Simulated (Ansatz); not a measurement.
Reaction (atomization): `FC(F)(F)CO[Si](F)(F)OCC(F)(F)F` → 4 C• + 8 F• + 4 H• + 2 O• + Si•

Computed with Ansatz on PBE0-D4/def2-TZVP structures; ΔE is electronic, products minus reactants. CBS: MP2 limit from def2 TZ/QZ plus the TZ coupled-cluster correction, frozen cores. This one scheme is used for every species, atoms too. DFT in def2-TZVPP. No spin–orbit coupling; open shells (•) take unrestricted orbitals. Spin–orbit coupling would lower the free atoms: a little for C, F, O, Si. One conformer a species, not always the lowest.

Question: What is ΔE at CCSD(T)/CBS? (An estimate is asked.)

Answer: Computed: +8289.6 kJ/mol.

Question: What do these levels give: PBE-D4, revPBE-D4, CAM-B3LYP-D4, ωB97X-V, B2PLYP, PBE-QIDH, BLYP, PBE0, LC-ωPBE, MP2/def2-TZVPP, MP2/CBS(def2), CCSD/CBS(def2)? (An estimate is asked.)

Answer: Computed: PBE-D4 8570.8, revPBE-D4 8249.0, CAM-B3LYP-D4 8334.7, ωB97X-V 8311.8, B2PLYP 8165.4, PBE-QIDH 8220.1, BLYP 8161.5, PBE0 8240.0, LC-ωPBE 8326.4, MP2/def2-TZVPP 8414.4, MP2/CBS(def2) 8658.3, CCSD/CBS(def2) 8123.9 kJ/mol.

Largest T1 diagnostic among the species: 0.012.

From PBE to PBE0 (25 % exact exchange), in def2-TZVPP and without D4, ΔE moves by −276.3 kJ/mol: exact exchange takes away binding that semilocal exchange gives to molecules. Leaving LDA and LC-ωPBE aside and taking each functional with its dispersion term where it has one, the values, not all of them listed here, spread over 741.7 kJ/mol, from BHLYP-D4 to PBE-D4. LDA lies +1394.7 kJ/mol from PBE without D4, its usual overbinding. The D4 term adds +86.0 kJ/mol with B3LYP and +46.9 kJ/mol with PBE0; it sums over pairs of atoms, weighted by their polarisabilities, and B3LYP, whose exchange is more repulsive, gets the larger term.

B3LYP here is the variant with VWN-RPA as its local correlation; programs differ in this.

For atomizations the MP2-based limit and the directly extrapolated one differ by several kJ/mol either way, and by 10 to 25 for some Ge, Se and Sn compounds, so smaller differences from it don't rank the levels.
